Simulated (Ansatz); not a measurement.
Compare A (`C=C[SiH2][SiH](O)O`) with its isomer B (`O[Si@H]1C[Si@@H](O)C1`).

Isolated molecules relaxed with PBE0-D4/def2-TZVP in Ansatz; ΔE leaves out vibrations. CCSD(T)/CBS is the MP2 limit (def2-TZVPP, def2-QZVPP) plus CCSD(T) − MP2 in def2-TZVPP, frozen cores. Functionals use def2-TZVPP. B3LYP here is the variant with VWN-RPA as its local correlation; programs differ in this. Each species was taken in one conformer, which may not be the lowest.

Which is lower in electronic energy at CCSD(T)/CBS, and by how much? (Estimate.)

Computed: B, by 118.2 kJ/mol.

Give E(B) − E(A) in kJ/mol with HF/def2-TZVPP, B2PLYP, ωB97M-V, B3LYP, CCSD/def2-TZVPP, MP2/def2-TZVPP, B3LYP-D4. (Estimate.)

Computed: HF/def2-TZVPP -88.9, B2PLYP -108.5, ωB97M-V -130.7, B3LYP -96.1, CCSD/def2-TZVPP -112.7, MP2/def2-TZVPP -133.8, B3LYP-D4 -101.8. None reverses the order clearly.

Largest T1 diagnostic: 0.013.

The D4 term adds −5.7 kJ/mol with B3LYP and −2.6 kJ/mol with PBE0; it sums over pairs of atoms, weighted by their polarisabilities, and B3LYP, whose exchange is more repulsive, gets the larger term. From PBE to PBE0 (25 % exact exchange), in def2-TZVPP and without D4, E(B) − E(A) moves by −13.3 kJ/mol.
